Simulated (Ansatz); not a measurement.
Geometry optimisation, Ansatz, RKS PBE/def2-SVP.

Input:

```yaml
crystal:
  periodic: [false, false, false]
  atoms:
    - { symbol: Sn, position_ang: [0.09234, 0.128687, -0.830893] }
    - { symbol: Cl, position_ang: [1.994755, -0.085575, 2.224365] }
    - { symbol: H, position_ang: [2.405378, 0.210934, 0.981225] }
    - { symbol: H, position_ang: [-1.319819, 1.126255, -0.322077] }
    - { symbol: C, position_ang: [-1.11117, -1.740138, -0.855555] }
    - { symbol: H, position_ang: [-1.614039, -1.874172, 0.125288] }
    - { symbol: H, position_ang: [-1.908947, -1.635119, -1.623024] }
    - { symbol: H, position_ang: [-0.500798, -2.636371, -1.085829] }
basis:
  gaussian: { orbitals: def2-SVP }
hamiltonian:
  xc: pbe
relax:
  f_tol: 0.03
  max_steps: 50
```

Command:

```bash
$ ansatz run input.yaml --threads 1 --pin off --max-ram 2048MiB --backend cpu --events-out ev --progress --plain --runs-dir out
```

Q: Where does it end, and by what steps?

A: The forces met the threshold. The force dipped under the threshold on the way, but the program's further checks kept it going. After 20 steps the energy has fallen by 0.130 eV; Cl2 moved furthest, 0.91 Å.

```json
{"step": "0", "energy less start (eV)": "0.0000", "largest force component (eV/Å)": "0.954", "accepted": "yes"}
{"step": "1", "energy less start (eV)": "-0.0439", "largest force component (eV/Å)": "0.413", "accepted": "yes"}
{"step": "2", "energy less start (eV)": "-0.0555", "largest force component (eV/Å)": "0.227", "accepted": "yes"}
{"step": "3", "energy less start (eV)": "-0.0688", "largest force component (eV/Å)": "0.081", "accepted": "yes"}
{"step": "4", "energy less start (eV)": "-0.0692", "largest force component (eV/Å)": "0.088", "accepted": "yes"}
{"step": "5", "energy less start (eV)": "-0.0721", "largest force component (eV/Å)": "0.496", "accepted": "yes"}
{"step": "6", "energy less start (eV)": "-0.0793", "largest force component (eV/Å)": "0.368", "accepted": "yes"}
{"step": "7", "energy less start (eV)": "-0.0964", "largest force component (eV/Å)": "0.264", "accepted": "yes"}
{"step": "8", "energy less start (eV)": "-0.1084", "largest force component (eV/Å)": "0.214", "accepted": "yes"}
{"step": "9", "energy less start (eV)": "-0.1173", "largest force component (eV/Å)": "0.135", "accepted": "yes"}
{"step": "10", "energy less start (eV)": "-0.1183", "largest force component (eV/Å)": "0.335", "accepted": "yes"}
{"step": "11", "energy less start (eV)": "-0.1233", "largest force component (eV/Å)": "0.280", "accepted": "yes"}
{"step": "12", "energy less start (eV)": "-0.1279", "largest force component (eV/Å)": "0.091", "accepted": "yes"}
{"step": "13", "energy less start (eV)": "-0.1289", "largest force component (eV/Å)": "0.015", "accepted": "yes"}
{"step": "14", "energy less start (eV)": "-0.1291", "largest force component (eV/Å)": "0.103", "accepted": "yes"}
{"step": "15", "energy less start (eV)": "-0.1294", "largest force component (eV/Å)": "0.041", "accepted": "yes"}
{"step": "16", "energy less start (eV)": "-0.1299", "largest force component (eV/Å)": "0.012", "accepted": "yes"}
{"step": "17", "energy less start (eV)": "-0.1300", "largest force component (eV/Å)": "0.089", "accepted": "yes"}
{"step": "18", "energy less start (eV)": "-0.1302", "largest force component (eV/Å)": "0.046", "accepted": "yes"}
{"step": "19", "energy less start (eV)": "-0.1304", "largest force component (eV/Å)": "0.002", "accepted": "yes"}
{"step": "20", "energy less start (eV)": "-0.1305", "largest force component (eV/Å)": "0.029", "accepted": "yes"}
```

```xyz
8
Properties=species:S:1:pos:R:3
Sn 0.050 0.260 -1.067
Cl 1.299 0.007 1.638
H 2.515 -0.168 1.210
H -1.228 1.157 -0.162
C -0.996 -1.695 -0.777
H -1.308 -1.843 0.276
H -1.920 -1.674 -1.397
H -0.374 -2.550 -1.107
```

Whether the end is a true minimum wasn't checked by a vibrational analysis.

The run took 87 s on 1 thread of Intel(R) Xeon(R) Processor @ 2.50GHz (Skylake/Cascade Lake), on a shared host, peak memory 0.13 GiB.
